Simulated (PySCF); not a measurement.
**Radial density of Cu (copper, neutral)**

wB97M-V, [Ar] 3d10 4s1, 2S determinant. All numbers are calculated (PySCF 2.14, a scalar-relativistic core potential, in aug-cc-pVTZ-PP with one added diffuse shell each of s, p, d, f, g type with ECP10MDF (7s7p6d4f3g, 113 functions)). This is the valence pseudo-density: the core potential removes the inner electrons and smooths the orbitals near the nucleus.

```tsv
r (bohr)	4πr²ρ (e/bohr)	4πr²(ρα − ρβ)
0.00610	1.583e-05	0.0000
0.0103	4.266e-05	0.0000
0.0173	0.0001130	0.0000
0.0290	0.0003992	0.0000
0.0489	0.003340	0.0000
0.0822	0.04154	-0.0001
0.138	0.4195	-0.0009
0.232	2.939	-0.0037
0.391	13.47	0.0131
0.658	22.28	0.0041
1.11	9.141	0.0466
1.86	2.029	0.3556
3.13	0.5219	0.2934
5.27	0.06269	0.0517
8.86	0.001461	0.0014
```

Energies and moments cover only the electrons outside the core potential.

Problem. Where is the radial spin density 4πr²(ρα − ρβ) most negative, and why is it negative at all?

Solution. Around r = 0.232 bohr, down to -0.0037 e/bohr: exchange with the open shell polarises the paired shells in an unrestricted calculation.
